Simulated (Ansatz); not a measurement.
Program: Ansatz. Geometries: PBE0-D4/def2-TZVP. ΔE: electronic, gas phase. CCSD(T)/CBS is the MP2 limit (def2-TZVPP, def2-QZVPP) plus CCSD(T) − MP2 in def2-TZVPP, frozen cores. This one scheme is used for every species. DFT in def2-TZVPP. Elements past krypton have def2 core potentials. For Te outer-core shells are correlated without core-valence functions, which leaves a few kJ/mol of doubt a bond. One conformer a species, not always the lowest.

Consider the ligand exchange at the Al–C bond: `C[CH2][AlH][TeH]` + `N[SiH3]` → `[SiH3][NH][AlH][TeH]` + `CC`.

`C[CH2][AlH][TeH]`:

Cartesian coordinates in Å:
```
C 0.396 -1.245 0.350
C 0.442 -0.293 -0.840
Al -0.384 1.469 -0.631
Te -1.499 2.163 1.535
H -0.632 -1.469 0.648
H 0.884 -2.199 0.129
H 0.895 -0.821 1.225
H 1.481 -0.113 -1.148
H -0.029 -0.753 -1.719
H -0.410 2.560 -1.782
H -1.145 0.701 2.233
```

`N[SiH3]`:

```xyz
7

N    -0.763   -0.032    0.745
Si    0.533   -0.036   -0.386
H    -1.574   -0.605    0.575
H    -1.024    0.829    1.199
H     0.877   -1.452   -0.680
H     0.263    0.635   -1.693
H     1.687    0.660    0.239
```

`[SiH3][NH][AlH][TeH]`:

```xyz
10

Si    1.351    0.728   -0.091
N    -0.314    0.712   -0.545
Al   -1.672   -0.391   -0.213
Te   -1.437   -2.479    1.191
H     1.706    1.959    0.669
H     1.606   -0.455    0.769
H     2.252    0.663   -1.275
H    -0.579    1.498   -1.127
H    -3.086   -0.048   -0.827
H     0.173   -2.187    1.448
```

`CC`:

```xyz
8

C    -0.732   -0.130   -0.154
C     0.732    0.130    0.154
H    -0.898   -1.167   -0.455
H    -1.364    0.064    0.716
H    -1.088    0.508   -0.967
H     0.898    1.167    0.455
H     1.364   -0.064   -0.716
H     1.088   -0.508    0.967
```

CCSD(T)/CBS gives -27.2 kcal/mol.

Another level gave -26.8 kcal/mol. Which?
A. PBE0-D4/def2-TZVPP
B. PBE/def2-TZVPP
C. r2SCAN-D4/def2-TZVPP
D. MP2/def2-TZVPP

C. r2SCAN-D4 -26.8, PBE0-D4 -25.7, MP2/def2-TZVPP -27.8, PBE -24.7 kcal/mol.

Largest T1 diagnostic among the species: 0.011.

In def2-TZVPP, CCSD(T) changes the Hartree–Fock value by +1.4 kcal/mol (the triples alone add +0.2 kcal/mol) and MP2 by +1.1 kcal/mol.
